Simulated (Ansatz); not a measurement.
Geometry optimisation, RKS r2SCAN-D4/6-31G in Ansatz 0.2.0.

input.yaml

```yaml
crystal:
  periodic: [false, false, false]
  atoms:
    - { symbol: O, position_ang: [-2.0842, 0.2081, 1.901] }
    - { symbol: Si, position_ang: [-0.782, -0.5183, 1.3052] }
    - { symbol: Si, position_ang: [0.2328, 0.7608, -0.3301] }
    - { symbol: Si, position_ang: [1.9971, -0.5908, -1.1363] }
    - { symbol: S, position_ang: [-1.1411, 1.3303, -1.8594] }
    - { symbol: H, position_ang: [-2.9868, -0.1028, 1.6125] }
    - { symbol: H, position_ang: [0.1696, -0.7762, 2.4414] }
    - { symbol: H, position_ang: [-1.1916, -1.7913, 0.7323] }
    - { symbol: H, position_ang: [0.8278, 2.0316, 0.3057] }
    - { symbol: H, position_ang: [2.7072, 0.0867, -2.1722] }
    - { symbol: H, position_ang: [2.8527, -0.9796, -0.0226] }
    - { symbol: H, position_ang: [1.3697, -1.8434, -1.6833] }
    - { symbol: H, position_ang: [-1.9509, 2.1501, -1.0795] }
basis:
  gaussian: { orbitals: "6-31G" }
hamiltonian:
  xc: r2scan
  dispersion: d4
relax:
  f_tol: 0.02
  max_steps: 50
```

Launched with:

```bash
$ ansatz run input.yaml --threads 2 --pin off --max-ram 3072MiB --backend cpu --events-out ev --progress --plain --runs-dir out
```

**Question.** Where does it end, and by what steps?

**Answer.** The forces met the threshold. The force dipped under the threshold on the way, but the program's further checks kept it going. Limits of this set-up: no polarisation functions. After 33 steps the energy has fallen by 0.700 eV; H13 moved furthest, 1.10 Å.

```
step  energy less start (eV)  largest force component (eV/Å)  accepted
   0                  0.0000                           5.179       yes
   2                 -0.6144                           0.457       yes
   4                 -0.6430                           0.445       yes
   6                 -0.6547                           0.034       yes
   8                 -0.6608                           0.597        no
  10                 -0.6721                           0.117       yes
  12                 -0.6762                           0.124       yes
  14                 -0.6826                           0.297       yes
  16                 -0.6919                           0.269       yes
  18                 -0.6963                           0.098       yes
  20                 -0.6978                           0.082       yes
  22                 -0.6983                           0.010       yes
  24                 -0.6986                           0.081       yes
  26                 -0.6994                           0.044       yes
  28                 -0.6997                           0.081       yes
  30                 -0.7002                           0.012       yes
  32                 -0.7003                           0.026       yes
  33                 -0.7003                           0.010       yes
```

```xyz
13
Properties=species:S:1:pos:R:3
O -2.341 0.079 1.996
Si -0.870 -0.749 1.590
Si 0.240 0.543 -0.065
Si 1.976 -0.483 -1.291
S -1.526 1.026 -1.437
H -2.866 0.493 1.285
H -0.085 -0.838 2.862
H -1.109 -2.135 1.041
H 0.694 1.861 0.511
H 2.458 0.436 -2.377
H 3.125 -0.805 -0.374
H 1.470 -1.757 -1.904
H -1.147 2.293 -1.821
```

Whether the end is a true minimum wasn't checked by a vibrational analysis.

Time of the run: 2.6 min on 2 threads of Arm Neoverse V2 (shared host), peak memory 0.18 GiB.
